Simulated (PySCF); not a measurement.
Species: ethylcyclopentane, C₇H₁₄.
Numbering: `[CH3:1][CH2:2][CH:3]1[CH2:4][CH2:5][CH2:6][CH2:7]1` (hydrogens: H8, H9, H10 on C1; H11, H12 on C2; H13 on C3; H14, H15 on C4; H16, H17 on C5; H18, H19 on C6; H20, H21 on C7)

The same species was optimised twice, with GFN2-xTB and with PBE0-D3(BJ)/def2-SVP (PySCF), and the same property calculations (PySCF, gas phase) were run on both structures.

```tsv
coordinate	GFN2-xTB	PBE0-D3(BJ)/def2-SVP	change
C3–C7 (Å)	1.544	1.551	+0.007
C6–C7 (Å)	1.536	1.541	+0.005
C2–C3 (Å)	1.527	1.524	-0.003
C1–C2 (Å)	1.524	1.521	-0.003
C5–C6 (Å)	1.527	1.529	+0.002
C4–C5 (Å)	1.524	1.524	0.000
C3–C4 (Å)	1.534	1.534	0.000
C1–C2–C3 (°)	112.3	114.0	+1.7
C2–C3–C4 (°)	112.7	114.0	+1.3
C2–C3–C7 (°)	113.5	114.6	+1.1
C3–C4–C5 (°)	103.7	104.0	+0.3
C5–C6–C7 (°)	104.7	104.9	+0.2
C4–C3–C7 (°)	104.8	104.6	-0.2
C3–C7–C6 (°)	106.5	106.3	-0.2
C4–C5–C6 (°)	102.6	102.7	+0.1
C1–C2–C3–C4 (°)	172	174	+2
```

Rotational constants: A = 5464, B = 1684, C = 1415 MHz (GFN2-xTB) against A = 5441, B = 1664, C = 1396 MHz (PBE0-D3(BJ)/def2-SVP). Point groups within 0.08 Å: C1 and C1.

On the GFN2-xTB structure: HOMO (eV) -8.65 [PBE0/pcSseg-1]; LUMO (eV) 1.39 [PBE0/pcSseg-1]; dipole (D) 0.06 [PBE0/pcSseg-1]; GIAO shielding of C1 (ppm) 170.4 [PBE0/pcSseg-1]; GIAO shielding of C2 (ppm) 151.9 [PBE0/pcSseg-1]; GIAO shielding of C3 (ppm) 142.0 [PBE0/pcSseg-1]; GIAO shielding of C4/C7 (mean) (ppm) 151.1 [PBE0/pcSseg-1]; GIAO shielding of C5/C6 (mean) (ppm) 156.6 [PBE0/pcSseg-1].

Question: What do these properties become on the PBE0-D3(BJ)/def2-SVP structure?

Answer: 
```csv
property,level,on GFN2-xTB,on PBE0-D3(BJ)/def2-SVP,change
HOMO (eV),PBE0/pcSseg-1,-8.65,-8.56,+0.09
LUMO (eV),PBE0/pcSseg-1,1.39,1.37,-0.02
dipole (D),PBE0/pcSseg-1,0.06,0.05,-0.01
"energy, GFN2-xTB geometry as zero (kcal/mol)",PBE0/pcSseg-1,0.0,-0.6,-0.6
GIAO shielding of C1 (ppm),PBE0/pcSseg-1,170.4,168.6,-1.8
GIAO shielding of C2 (ppm),PBE0/pcSseg-1,151.9,151.6,-0.3
GIAO shielding of C3 (ppm),PBE0/pcSseg-1,142.0,141.4,-0.6
GIAO shielding of C4/C7 (mean) (ppm),PBE0/pcSseg-1,151.1,149.9,-1.2
GIAO shielding of C5/C6 (mean) (ppm),PBE0/pcSseg-1,156.6,155.2,-1.4
```

The heavy atoms differ by 0.020 Å rms after alignment. Among bonds between heavy atoms C3–C7 changes most (+0.007 Å). Changes are differences of the printed values. Neither structure is proved a minimum here.
